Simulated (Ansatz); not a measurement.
Geometry optimisation, Ansatz 0.2.0, DFT LDA, scalar-relativistic, plane waves, PAW.

The input (input.yaml):

```yaml
crystal:
  lattice:
    - [5.048742, 0.0, 0.0]
    - [0.0, 5.048742, 0.0]
    - [0.0, 0.0, 15.835561]
  atoms:
    - { symbol: H, position: [0.42778688, 0.0, 0.06314901] }
    - { symbol: H, position: [0.07221316, 0.0, 0.06314901] }
    - { symbol: H, position: [0.92778692, 0.0, 0.06314901] }
    - { symbol: H, position: [0.5722132, 0.0, 0.06314901] }
    - { symbol: H, position: [0.42778688, 0.50000004, 0.06314901] }
    - { symbol: H, position: [0.07221316, 0.50000004, 0.06314901] }
    - { symbol: H, position: [0.92778692, 0.50000004, 0.06314901] }
    - { symbol: H, position: [0.5722132, 0.50000004, 0.06314901] }
    - { symbol: C, position: [0.25000002, 0.0, 0.10322969] }
    - { symbol: C, position: [0.75000006, 0.0, 0.10322969] }
    - { symbol: C, position: [0.25000002, 0.50000004, 0.10322969] }
    - { symbol: C, position: [0.75000006, 0.50000004, 0.10322969] }
    - { symbol: C, position: [0.25000002, 0.25000002, 0.15959018] }
    - { symbol: C, position: [0.75000006, 0.25000002, 0.15959018] }
    - { symbol: C, position: [0.25000002, 0.75000006, 0.15959018] }
    - { symbol: C, position: [0.75000006, 0.75000006, 0.15959018] }
    - { symbol: C, position: [0.0, 0.25000002, 0.21595067] }
    - { symbol: C, position: [0.50000004, 0.25000002, 0.21595067] }
    - { symbol: C, position: [0.0, 0.75000006, 0.21595067] }
    - { symbol: C, position: [0.50000004, 0.75000006, 0.21595067] }
    - { symbol: C, position: [0.0, 0.0, 0.27231116] }
    - { symbol: C, position: [0.50000004, 0.0, 0.27231116] }
    - { symbol: C, position: [0.0, 0.50000004, 0.27231116] }
    - { symbol: C, position: [0.50000004, 0.50000004, 0.27231116] }
    - { symbol: C, position: [0.25000002, 0.0969069, 0.32614569] }
    - { symbol: C, position: [0.75000006, 0.0969069, 0.32614569] }
    - { symbol: C, position: [0.25000002, 0.40309314, 0.30341205] }
    - { symbol: C, position: [0.75000006, 0.40309314, 0.30341205] }
    - { symbol: H, position: [0.25000002, 0.47911824, 0.36850988] }
    - { symbol: H, position: [0.75000006, 0.47911824, 0.36850988] }
    - { symbol: F, position: [0.50000004, 0.40309314, 0.35272263] }
    - { symbol: H, position: [0.4166667, -0.10902268, 0.34893369] }
basis:
  ecutwfc: 420.0
kpoints:
  mp_grid: { grid: [2, 2, 1] }
hamiltonian:
  xc: lda
  pseudopotentials: { kind: paw, azcp: { folder: soft_1 } }
scf:
  occupations: { method: gaussian, width: 0.02 }
  lower_state_search: "off"
relax:
  f_tol: 0.03
  max_steps: 60
  adjacent_minimum: "off"
  constraints: [{ sites: [0, 1, 2, 3, 4, 5, 6, 7, 8, 9, 10, 11, 12, 13, 14, 15] }]
```

Run as:

```bash
$ ansatz run input.yaml --threads 1 --pin off --max-ram 3072MiB --backend cpu --events-out ev --progress --plain --runs-dir out
```

Where does it end, and by what steps?

The run converged. Limits of this set-up: coarse k mesh, thin slab, slab without dipole correction, no dispersion correction for a molecule that may bind weakly, PAW files made for another functional. After 21 steps the energy has fallen by 26.207 eV; F31 moved furthest, 2.57 Å. The start is strongly strained (largest force component 21 eV/Å), so its close contacts needn't be bonds. Parted: C24–F31 (1.36 → 3.48 Å), C27–F31 (1.48 → 3.54 Å), C28–F31 (1.48 → 2.49 Å). Joined: C26–F31 (2.04 → 1.38 Å).

| step | energy less start (eV) | largest force component (eV/Å) | accepted |
| --- | --- | --- | --- |
| 0 | 0.0000 | 21.135 | yes |
| 1 | -8.5006 | 15.594 | yes |
| 2 | -13.2837 | 11.665 | yes |
| 3 | -16.2465 | 7.999 | yes |
| 4 | -18.2887 | 5.683 | yes |
| 5 | -19.7611 | 4.425 | yes |
| 6 | -20.8945 | 2.611 | yes |
| 7 | -21.6449 | 1.311 | yes |
| 8 | -22.0926 | 1.218 | yes |
| 9 | -22.5052 | 1.083 | yes |
| 10 | -22.8164 | 1.102 | yes |
| 11 | -23.1586 | 1.205 | yes |
| 12 | -23.5653 | 1.370 | yes |
| 13 | -24.0472 | 1.998 | yes |
| 14 | -24.5958 | 2.612 | yes |
| 15 | -25.1386 | 2.966 | yes |
| 16 | -25.7878 | 1.546 | yes |
| 17 | -26.0579 | 0.876 | yes |
| 18 | -26.1901 | 0.222 | yes |
| 19 | -26.2063 | 0.135 | yes |
| 20 | -26.2068 | 0.030 | yes |
| 21 | -26.2069 | 0.006 | yes |

```xyz
32
Lattice="5.0487 0.0000 0.0000 0.0000 5.0487 0.0000 0.0000 0.0000 15.8356" Properties=species:S:1:pos:R:3
H 2.160 0.000 1.000
H 0.365 0.000 1.000
H 4.684 0.000 1.000
H 2.889 0.000 1.000
H 2.160 2.524 1.000
H 0.365 2.524 1.000
H 4.684 2.524 1.000
H 2.889 2.524 1.000
C 1.262 0.000 1.635
C 3.787 0.000 1.635
C 1.262 2.524 1.635
C 3.787 2.524 1.635
C 1.262 1.262 2.527
C 3.787 1.262 2.527
C 1.262 3.787 2.527
C 3.787 3.787 2.527
C -0.001 1.265 3.338
C 2.525 1.265 3.338
C 0.001 3.786 3.475
C 2.524 3.786 3.475
C 0.004 0.085 4.299
C 2.520 0.085 4.299
C 0.000 2.440 4.303
C 2.524 2.440 4.303
C 1.262 0.458 5.109
C 3.787 0.460 5.081
C 1.262 2.076 5.103
C 3.787 2.076 5.098
H 1.262 2.505 6.119
H 3.786 2.468 6.129
F 3.786 -0.072 6.356
H 1.262 0.032 6.124
```

Whether the end is a true minimum wasn't checked by a vibrational analysis.

The run took 2 min on 1 thread of Arm Neoverse V2 (shared host), peak memory 0.52 GiB.
